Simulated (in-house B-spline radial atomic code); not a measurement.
Two electrons outside the [Kr] 4d10 5s2 core: I IV (I3+)

Computed with an all-electron radial atomic-structure program (B-spline basis): configuration interaction (CI) of the two valence electrons in the field of the frozen Dirac-Fock core, alone and with many-body perturbation theory for the core (screened one- and two-electron correlation potentials), Breit and QED terms; no-pair Dirac Hamiltonian, finite nucleus. Labels give the configuration (outer n counted up each series) and the leading LS term, or the jj pair where no LS term holds 70 %.

The outer s² shell of this core is soft: its mixing with p² is only treated to second order, so levels can be several per cent off.

Excitation energies (cm⁻¹):

```json
{"level": "5p2 3P0", "purity of the LS term": "0.918", "CI alone": "0", "CI + MBPT + Breit + QED": "0", "Landé g of the LS mixture": "-"}
{"level": "5p2 3P1", "purity of the LS term": "0.999", "CI alone": "?", "CI + MBPT + Breit + QED": "?", "Landé g of the LS mixture": "?"}
{"level": "5p2 (1/2,3/2)2", "purity of the LS term": "0.683 (3P)", "CI alone": "11059", "CI + MBPT + Breit + QED": "10730", "Landé g of the LS mixture": "1.34"}
{"level": "5p2 (3/2,3/2)2", "purity of the LS term": "0.683 (1D)", "CI alone": "?", "CI + MBPT + Breit + QED": "?", "Landé g of the LS mixture": "?"}
{"level": "5p2 1S0", "purity of the LS term": "0.917", "CI alone": "36668", "CI + MBPT + Breit + QED": "37928", "Landé g of the LS mixture": "-"}
```

Question: Where does 5p2 3P1 lie?

Answer: 6663 cm⁻¹ in CI alone and 6830 cm⁻¹ with all corrections; g = 1.50.

Question: Where does 5p2 (3/2,3/2)2 lie?

Answer: 23008 cm⁻¹ in CI alone and 22019 cm⁻¹ with all corrections; g = 1.16.

Question: What is the first ionisation energy?

Answer: 40.645 eV to the 5p1/2 state of the next ion (39.475 eV from CI alone). NIST lists 40.357 ± 0.025 eV (measured).
